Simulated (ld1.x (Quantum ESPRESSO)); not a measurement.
**Bi (Z = 83): excitation energies, all-electron against PAW**

```json
{"Element": "bismuth (Bi)", "Generator": "ld1.x (Quantum ESPRESSO) 7.5", "Type": "PAW", "Functional": "LDA (PZ)", "Relativity": "scalar-relativistic", "Frozen core": "[Xe] 4f14", "Valence charge": "15", "Reference configuration": "5d10 6s2 6p3", "Partial waves": "6s (bound): rcut 1.35, rcutus 1.80 bohr; 6s channel at -0.8 Ry: rcut 1.35, rcutus 1.80 bohr; 6p (bound): rcut 1.90, rcutus 2.10 bohr; 6p channel at 0.1 Ry: rcut 1.90, rcutus 2.10 bohr; 5d (bound): rcut 1.60, rcutus 1.85 bohr; 5d channel at -0.8 Ry: rcut 1.60, rcutus 1.85 bohr", "Local potential": "all-electron potential smoothed inside 1.65 bohr (lloc = -2)", "Core correction": "a·sin(br)/r model core inside 0.95 bohr", "Augmentation charge": "BESSEL, radius 1.50 bohr"}
```

Energies are relative to the spin-unpolarised reference configuration 5d10 6s2 6p3; without spin polarisation the order of configurations can differ from experiment. Spin-polarised rows fill each open shell by Hund’s rule, majority spin first.

| valence configuration | charge | ΔE all-electron (eV) | error AE − PS (meV) |
| --- | --- | --- | --- |
| 5d10 6s2 6p1 | +2 | 23.719 | -12 |
| 5d10 6s2 6p0 | +3 | 47.434 | -25 |
| 5d10 6s2 6p3.3 | -0.3 | -1.152 | +0.5 |
| 5d10 6s1 6p4 | 0 | 10.177 | -2.2 |
| 5d10 6s2 6p2.5 | +0.5 | 3.208 | -1.5 |
| 5d10 6s1 6p0 | +4 | 93.349 | -57 |
| 5d10 6s2 6p2 (spin-polarised) | +1 | 7.602 | -3.8 |

Problem. What are ΔE and the potential's error for 5d10 6s2 6p2?

Solution. ΔE = 8.154 eV all-electron; the error (AE − PS) is -3.8 meV.

Problem. What are ΔE and the potential's error for 5d10 6s2 6p3 (spin-polarised)?

Solution. ΔE = -1.024 eV all-electron; the error (AE − PS) is +0.1 meV.

Note: ghost state, extra bound levels that the all-electron valence spectrum of the same l lacks: s at -16.5 eV. A true bound ghost makes a file unfit for plane-wave use.
